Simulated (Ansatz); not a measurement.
System: C2H4BO2, charge 0, multiplicity 2. It need not be the lowest isomer of its formula. 
Geometry from a B3LYP-D3(BJ)/def2-TZVP (Ansatz, a first-principles code) optimisation:
```
C
C 1 1.3311
H 2 1.0837 1 121.49
H 1 1.0839 2 119.81 3 180.00
H 2 1.0849 3 116.69 1 180.00
B 1 1.5670 4 119.77 2 -180.00
O 6 1.3458 1 118.08 4 0.00
O 6 1.3735 7 121.29 1 -180.00
H 8 0.9632 6 113.93 7 0.00
```
Charge 0, spin multiplicity 2.

Basis-set convergence of Hartree-Fock and CCSD correlation energies (hartree) with Ansatz. Cores are frozen in the correlated levels unless marked. Open shells are spin-unrestricted. Spin-orbit coupling is left out. No relativistic terms.

```json
[
 {"basis": "cc-pVDZ", "functions": "90", "E(HF)": "-252.54362", "E(corr, CCSD)": "-0.71007"},
 {"basis": "cc-pVTZ", "functions": "206", "E(HF)": "-252.62068", "E(corr, CCSD)": "-0.87326"},
 {"basis": "cc-pVQZ", "functions": "395", "E(HF)": "-252.63883", "E(corr, CCSD)": "-0.92669"}
]
```

Extrapolating the two largest sets (X = 3 and 4) as X^-3: E(corr) = (64·(-0.92669) - 27·(-0.87326))/37 = -0.9657 Eh, an estimate of the basis-set limit. The largest set recovers 96.0 % of it, the smallest 73.5 %.
